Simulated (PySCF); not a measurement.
Gas-phase reaction: ZrCl4 + ClO → ZrOCl2 + 3 Cl

Computed with PySCF and rigid-rotor harmonic-oscillator thermochemistry at 1 bar. † marks an energy on the PBE0/def2-TZVP geometry and frequencies; other levels use their own. Open shells (unrestricted): ClO (multiplicity 2, electronic degeneracy 4), Cl (multiplicity 2, electronic degeneracy 6); the rest are closed-shell singlets. Spin-orbit splitting is ignored; it lowers the true energy and changes the entropy of ClO, Cl. B3LYP is the form with VWN-RPA correlation. Zr: scalar-relativistic def2 core potential, no spin-orbit coupling. ZrOCl2: computed as isolated molecules; such fragments, hydroxides, amides, oligomers or adducts are transient or little studied in the gas. The harmonic model lacks anharmonicity and excited electronic states, which grow with temperature; levels with a mode under 35 cm⁻¹ are left out. Soft modes under 120 cm⁻¹ make the harmonic entropy rough for ZrCl4, ZrOCl2.

```json
[
 {"level": "B3LYP/def2-TZVP†", "ΔE electronic, kJ": "511", "ΔH°(298 K), kJ": "510", "ΔS°(298 K), J/K": "250", "ΔG°(1200 K), kJ": "208"},
 {"level": "BLYP/def2-TZVP†", "ΔE electronic, kJ": "515", "ΔH°(298 K), kJ": "514", "ΔS°(298 K), J/K": "250", "ΔG°(1200 K), kJ": "212"},
 {"level": "M06-2X/def2-TZVP†", "ΔE electronic, kJ": "537", "ΔH°(298 K), kJ": "536", "ΔS°(298 K), J/K": "250", "ΔG°(1200 K), kJ": "234"},
 {"level": "PBE/def2-SVP", "ΔE electronic, kJ": "552", "ΔH°(298 K), kJ": "551", "ΔS°(298 K), J/K": "247", "ΔG°(1200 K), kJ": "254"},
 {"level": "PBE/def2-TZVP†", "ΔE electronic, kJ": "567", "ΔH°(298 K), kJ": "566", "ΔS°(298 K), J/K": "250", "ΔG°(1200 K), kJ": "264"},
 {"level": "PBE0/def2-QZVP†", "ΔE electronic, kJ": "542", "ΔH°(298 K), kJ": "541", "ΔS°(298 K), J/K": "250", "ΔG°(1200 K), kJ": "239"},
 {"level": "PBE0/def2-SVP†", "ΔE electronic, kJ": "520", "ΔH°(298 K), kJ": "519", "ΔS°(298 K), J/K": "250", "ΔG°(1200 K), kJ": "217"},
 {"level": "r2SCAN/def2-TZVP†", "ΔE electronic, kJ": "561", "ΔH°(298 K), kJ": "560", "ΔS°(298 K), J/K": "250", "ΔG°(1200 K), kJ": "258"},
 {"level": "LDA/def2-TZVP†", "ΔE electronic, kJ": "684", "ΔH°(298 K), kJ": "683", "ΔS°(298 K), J/K": "250", "ΔG°(1200 K), kJ": "381"},
 {"level": "ωB97M-V/def2-TZVP†", "ΔE electronic, kJ": "543", "ΔH°(298 K), kJ": "541", "ΔS°(298 K), J/K": "250", "ΔG°(1200 K), kJ": "239"},
 {"level": "ωB97X-V/def2-TZVP†", "ΔE electronic, kJ": "536", "ΔH°(298 K), kJ": "535", "ΔS°(298 K), J/K": "250", "ΔG°(1200 K), kJ": "233"}
]
```
ΔH° is lowest at B3LYP/def2-TZVP† and highest at LDA/def2-TZVP†. No reference value is set beside these.
